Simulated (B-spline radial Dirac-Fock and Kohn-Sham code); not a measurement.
**How the levels of tin move as electrons are removed**

Level of theory: Dirac-Fock ΔSCF + Breit + QED; a radial finite-basis atomic code. Each ion is free and in its tabulated ground configuration. The model has no electron correlation.

Reference: Sn⁹⁺, [Kr] 4d5, with K (1s) 29383.4 eV, L2 (2p1/2) 4342.0 eV, L3 (2p3/2) 4114.4 eV, N2 (4p1/2) 262.7 eV, N4,5 (4d) 182.0 eV, Kα1 (K-L3) 25269.0 eV, Kβ1 (K-M3) 28486.4 eV, Lα1 (L3-M5) 3449.6 eV. Shifts from it, in eV (a dash: the subshell is empty, belongs to an open shell averaged over j, or its hole state is left out as unreliable):

| ion | configuration | K (1s) | L2 (2p1/2) | L3 (2p3/2) | N2 (4p1/2) | N4,5 (4d) | Kα1 | Kβ1 | Lα1 |
| --- | --- | --- | --- | --- | --- | --- | --- | --- | --- |
| Sn¹⁰⁺ | [Kr] 4d4 | +30.2 | +30.3 | +30.3 | +23.9 | +23.8 | -0.18 | +1.29 | +1.42 |
| Sn¹¹⁺ | [Kr] 4d3 | +61.6 | +62.0 | +62.0 | +48.5 | +48.3 | -0.35 | +2.79 | +3.03 |
| Sn¹²⁺ | [Kr] 4d2 | +94.4 | +95.0 | +94.9 | +73.8 | +73.5 | -0.50 | +4.54 | +4.84 |
| Sn¹³⁺ | [Kr] 4d1 | ? | ? | ? | ? | ? | ? | ? | ? |
| Sn¹⁴⁺ | [Ar] 3d10 4s2 4p6 | +163.8 | +164.7 | +164.6 | +126.4 | – | -0.73 | +8.75 | +9.08 |

Q: Give the missing shifts for Sn¹³⁺.

A: K (1s) +128.5, L2 (2p1/2) +129.2, L3 (2p3/2) +129.1, N2 (4p1/2) +99.8, N4,5 (4d) +99.5, Kα1 -0.63, Kβ1 +6.52, Lα1 +6.86 (eV).

Over this range K (1s) moves by +163.8 eV and Kα1 by -0.7 eV: a line is a difference of two levels that shift in the same direction.

Values without a named source are computed, but for edge energies of neutral atoms, which are taken from tables.
